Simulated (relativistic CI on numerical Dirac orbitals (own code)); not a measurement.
**Hyperfine structure of Sn²⁺, mass number 117**

Computed by Dirac-Coulomb-Breit CI, orbitals from a KLI potential per configuration, model QED, valence Slater integrals scaled by 0.85, P86 correlation energy added to each configuration (own radial code, finite nucleus).

Configurations in the expansion (outside the closed core [Kr] 4d10): 5s2, 5s 5p, 5p2, 5s 5d, 5d2, 5s 6s, 5s 6p, 5p 5d, 4f2, 5s 7s, 5s 4f, 5s 6d, 5s 7p, 4f 5p, 5s 5f, 5s 5g. Levels of other configurations are missing.

Nuclear spin I = 1/2, μ = -0.9995 μN (tables of Stone and Pyykkö). The electronic factors are computed for point nuclear moments, without core polarisation; leaving it out makes A of s and p electrons in near-neutral atoms 20 to 40 % too small, and it can dominate for d and f shells.

| Level | E (eV) | A (MHz) |
| --- | --- | --- |
| 5s 5p 3P°_1 | 6.2743 | -15710 |
| 5s 5p 3P°_2 | 6.7368 | -11220 |
| 5s 5p 1P°_1 | 9.7616 | 145.8 |
| 5p2 1D_2 | 15.2230 | -2064 |
| 5p2 3P_1 | 15.6392 | 469.4 |
| 5p2 3P_2 | 16.1192 | -1418 |
| 5s 6s 3S_1 | 16.7634 | -26690 |
| 5s 5d 3D_1 | 16.9402 | 10540 |

Levels with J = 0, under 50 % of one LS term, or S terms without an open s electron are left out. Small factors come from cancelling terms and can be off by tens of per cent or more.

Correlation outside the listed configurations is missing or only estimated: errors of thousands of cm⁻¹ between configurations and terms are usual at this charge. Rates and lifetimes follow the computed energies and can be off by large factors. The fine structure of a lone outer electron comes out too small, for d and f at times inverted, and misplaced configurations move strength between like terms. 28 of the 34 excited levels that our extract of the measured tables holds in this range could be paired (the sources list more); they are missed by 3958 cm⁻¹ on average and 5995 at most, and levels without a partner can miss by more.

Q: Give the hyperfine levels of 5s 5p 3P°_1 relative to its centre of gravity.

A: With K = F(F + 1) − I(I + 1) − J(J + 1), E = AK/2: F = 1/2: 15710, F = 3/2: -7855 MHz.

LS names give the leading component of a level, which can be under half, so a name can repeat, a term be missing and a line seem to break the LS rules.
